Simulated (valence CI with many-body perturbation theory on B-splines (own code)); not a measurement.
## Hf59+: fill in the table

Level of theory: configuration interaction combined with many-body perturbation theory (CI+MBPT): three valence electrons over a frozen Dirac-Fock core [Ne], radial functions for each j: 11 s, 11 p, 9 d, 7 f, 5 g, 2 h, 1 i, with the one-electron correlation potential Σ1, the two-electron term Σ2, the three-electron term Σ3, Breit, model QED; selected CI, second order for the rest (own B-spline code, finite nucleus).

The last digits are not significant, and no measured levels were compared; by estimate large intervals hold to a few tenths of a per cent, small ones and those within an open d or f shell to about a per cent.

| Level | E (eV) |
| --- | --- |
| (3s^2 3p1/2) J=1/2 | 0.00 |
| (3s 3p1/2^2) J=1/2 | 160.16 |
| (3s^2 3p3/2) J=3/2 | 319.06 |
| (3s 3p1/2 3p3/2) J=3/2 [a] | 450.19 |
| (3s 3p1/2 3p3/2) J=5/2 | ? |
| (3s 3p1/2 3p3/2) J=3/2 [b] | 488.27 |
| (3s 3p1/2 3p3/2) J=1/2 | 497.90 |
| (3s^2 3d3/2) J=3/2 | ? |
| (3s^2 3d5/2) J=5/2 | ? |
| (3p1/2^2 3p3/2) J=3/2 | ? |
| (3s 3p1/2 3d3/2) J=3/2 [a] | ? |
| (3s 3p1/2 3d3/2) J=5/2 | ? |
| (3s 3p1/2 3d3/2) J=1/2 | 696.61 |
| (3s 3p1/2 3d3/2) J=3/2 [b] | 702.62 |
| (3s 3p1/2 3d5/2) J=5/2 [a] | 743.64 |
| (3s 3p1/2 3d5/2) J=7/2 | 757.04 |
| (3s 3p1/2 3d5/2) J=5/2 [b] | 767.07 |
| (3s 3p1/2 3d5/2) J=3/2 | 771.96 |
| (3s 3p3/2^2) J=5/2 | 781.25 |
| (3s 3p3/2^2) J=1/2 | 817.13 |

Levels are named by their leading jj configuration (3d3/2^4 stands for four electrons in 3d with j = 3/2), which in mixed levels can hold well under half, so a name can repeat and another be missing. Letters in brackets count levels of one name in rising energy.

(1) The levels stand in rising order. What does the calculation give for the missing energies?

Answers

(1) (3s 3p1/2 3p3/2) J=5/2 467.64; (3s^2 3d3/2) J=3/2 544.64; (3s^2 3d5/2) J=5/2 608.60; (3p1/2^2 3p3/2) J=3/2 645.70; (3s 3p1/2 3d3/2) J=3/2 [a] 659.03; (3s 3p1/2 3d3/2) J=5/2 671.13.
